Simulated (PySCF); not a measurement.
One of the candidates below gave these computed data.

All candidates are C7H9N.

| technique | computed result |
| --- | --- |
| Rotational structure | rotational constants A, B, C: 5.519, 1.478, 1.175 GHz [GFN2-xTB] |
| Dipole | 1.34 D [CAM-B3LYP/def2-SVPD] |
| UV, first state | lowest singlet excitation: 4.77 eV (260 nm, f = 0.039) [TDDFT CAM-B3LYP/def2-SVPD] |
| Triplet | lowest triplet excitation (Tamm–Dancoff): 3.87 eV [TDA CAM-B3LYP/def2-SVPD] |
| UV, strongest line | among the 8 lowest singlet transitions: S6 at 6.83 eV (181 nm, f = 0.588) [TDDFT CAM-B3LYP/def2-SVPD] |
| Polarisability | 90.5 au [CAM-B3LYP/def2-SVPD] |

The electronic properties come from PySCF, for the isolated species, density fitting. Levels stand in brackets. Geometry: GFN2-xTB; no solvent, vibrations or thermal averaging.

Problem. Which candidate is it?
A. `CCc1ccncc1`
B. `C[C@@H]1C=CC[C@H]1C#N`
C. `C=C(C)n1cccc1`
D. `Cc1ccc(N)cc1`

Solution. D. It is `Cc1ccc(N)cc1`. Numbering: `[CH3:1][c:2]1[cH:3][cH:4][c:5]([NH2:6])[cH:7][cH:8]1`. Its formula, C7H9N, gives 4 degrees of unsaturation: 1 ring and 3 π bonds in the structure found (Kekulé form). The optimised geometry has point group Cs and is an asymmetric top.

The others, at the same levels:
- `CCc1ccncc1` fails: its computed lowest singlet excitation is 5.16 eV (240 nm, f = 0.005) (against 4.77 eV), lowest triplet excitation (Tamm–Dancoff) is 4.32 eV (against 3.87 eV) and strongest line among the 8 lowest singlet transitions is S6 at 7.26 eV (171 nm, f = 0.667) (against S6 at 6.83 eV).
- `C=C(C)n1cccc1` fails: its computed lowest singlet excitation is 5.25 eV (236 nm, f = 0.084) (against 4.77 eV), rotational constant A is 4.754 GHz (against 5.519 GHz) and smallest rotational constant is 1.255 GHz (against 1.175 GHz).
- `C[C@@H]1C=CC[C@H]1C#N` fails: its computed lowest singlet excitation is 7.02 eV (177 nm, f = 0.033) (against 4.77 eV), lowest triplet excitation (Tamm–Dancoff) is 4.41 eV (against 3.87 eV) and strongest line among the 8 lowest singlet transitions is S2 at 7.12 eV (174 nm, f = 0.242) (against S6 at 6.83 eV).

Each candidate is one conformer, not necessarily the lowest. The conformers computed, where there is a choice (atom-mapped SMILES and torsion angles):
- `[CH3:1][c:2]1[cH:3][cH:4][c:5]([NH2:6])[cH:7][cH:8]1`: H–N6–C5–C4 23°, H–N6–C5–C4 161°
- `[CH3:1][CH2:2][c:3]1[cH:4][cH:5][n:6][cH:7][cH:8]1`: C1–C2–C3–C4 89°
- `[CH2:1]=[C:2]([CH3:3])[n:4]1[cH:5][cH:6][cH:7][cH:8]1`: C1–C2–N4–C5 -179°

The conformers of `C[C@@H]1C=CC[C@H]1C#N` aren't listed.
